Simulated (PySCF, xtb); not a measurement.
H4OSi2, SMILES O[Si][SiH3] (connectivity only; charge and spin as stated), neutral, multiplicity 1.

GFN2-xTB run with xtb at its own geometry gives an orbital gap of 2.00 eV and a dipole moment of 1.57 D.

Coordinates come from a PBE-D3(BJ)/def2-TZVP optimisation. The values are those of a single conformer.

Q: What does HF/def2-TZVPD run with PySCF give? (The exact figures need the calculation; the answer reports its results.)

A: gap 9.04 eV (levels -8.48 and 0.55 eV), dipole 1.07 D.
